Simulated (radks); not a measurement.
Species: Sn+. Configuration: [Kr] 4d9.5 5s1 5p2.5 (fractional occupations, a model configuration). All-electron calculation, scalar-relativistic Kohn-Sham, r2SCAN, spin-polarised, spherical densities, finite nucleus; open shells are filled with parallel spins first (spin-orbit coupling, left out, can overturn this in heavy ions); meta-GGA in the generalised Kohn-Sham scheme; Fermi nuclear charge, rms radius 4.6519 fm. Program: a radial shooting solver on a logarithmic mesh with Libxc functionals.

Normalised radial functions P(r) = r R(r), r in bohr:

r,4s down,4d down
0.003664,0.1587,0.0001
0.004887,0.1938,0.0002
0.006518,0.2306,0.0004
0.008693,0.2647,0.0009
0.01159,0.2880,0.0020
0.01546,0.2882,0.0044
0.02063,0.2489,0.0095
0.02751,0.1534,0.0199
0.03669,-0.0064,0.0404
0.04894,-0.2134,0.0784
0.06527,-0.4063,0.1435
0.08705,-0.4762,0.2437
0.1161,-0.3087,0.3740
0.1549,0.1092,0.5013
0.2065,0.5758,0.5529
0.2755,0.7089,0.4337
0.3674,0.2480,0.0891
0.4901,-0.5976,-0.4122
0.6536,-1.2260,-0.8689
0.8718,-1.2087,-1.0557
1.163,-0.7351,-0.9173
1.551,-0.2821,-0.5985
2.068,-0.0641,-0.2937
2.759,-0.0075,-0.1038
3.68,-0.0004,-0.0239
4.908,0.0000,-0.0032
6.546,0.0000,-0.0002
8.73,0.0000,0.0000

4s down: eigenvalue -149.79 eV, 3 radial nodes at r = 0.0363, 0.145, 0.402 bohr, <r> = 0.819 bohr, 90 % of the charge inside 1.18 bohr. 4d down: eigenvalue -38.015 eV, 1 radial node at r = 0.388 bohr, <r> = 1.07 bohr, 90 % of the charge inside 1.64 bohr.
